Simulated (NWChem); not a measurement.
System: C2H6AlCl; SMILES [CH3][Al]([CH3])[Cl]

The following NWChem deck was run.

```
start job
memory heap 200 mb stack 900 mb global 1100 mb
geometry units angstroms noautoz
  Al     0.000000     0.000000    -0.409890
  C     -0.002639     1.757748    -1.273800
  H     -0.104637     1.689213    -2.363172
  H      0.929045     2.298132    -1.059880
  H     -0.819802     2.384527    -0.895223
  C      0.002639    -1.757748    -1.273800
  H     -0.929045    -2.298132    -1.059880
  H      0.819802    -2.384527    -0.895223
  H      0.104637    -1.689213    -2.363172
  Cl     0.000000     0.000000     1.729252
end
basis spherical
  Al library def2-svp
  C library def2-svp
  H library def2-svp
  Cl library def2-svp
end
dft
  xc becke97-d
  disp vdw 2
  iterations 150
  mulliken
end
task dft energy
```

Coordinates come from a B3LYP/6-31G* (spherical d) optimisation.

Task: Predict the main results of this run. (B97-D/def2-SVP.) Quantities: energy (Ha); highest occupied level (eV); orbital gap (eV); dipole (D).

Result: The energy (Ha) is -782.22 and the highest occupied level (eV) is -6.51. The orbital gap (eV) is 5.25 and the dipole (D) is 2.03.
